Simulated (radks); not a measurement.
Values are calculated unless marked as measured or tabulated.
Orbital eigenvalues (eV) of the nickel ion Ni+, [Ar] 3d9, at several levels of relativity; Dirac values are averaged over j with weights 2j + 1. Spin-unpolarised spherical Kohn-Sham, PBEsol, point nucleus unless stated (finite: rms radius 3.7757 fm), a radial shooting solver on a logarithmic mesh with Libxc functionals. A level marked "c x" has the speed of light scaled by that factor and shares open shells by 2j + 1; other Dirac levels either fill j = l - 1/2 first or share by 2j + 1.

shell  non-rel.  Dirac, low j first  Dirac, 2j+1 shares, finite nucleus  Dirac, c x 0.85  change of magnitude, last against first (%)
1s      -8117.5             -8205.7                             -8205.6          -8240.5                                        +1.52
2s      -964.05             -982.98                             -983.00          -990.53                                        +2.75
2p      -842.24             -846.45                             -846.48          -848.15                                        +0.70
3s      -110.77             -113.96                             -113.97          -115.25                                        +4.05
3p      -73.724             -74.629                             -74.641          -75.004                                        +1.74
3d      -13.029             -12.936                             -12.946          -12.916                                        -0.87
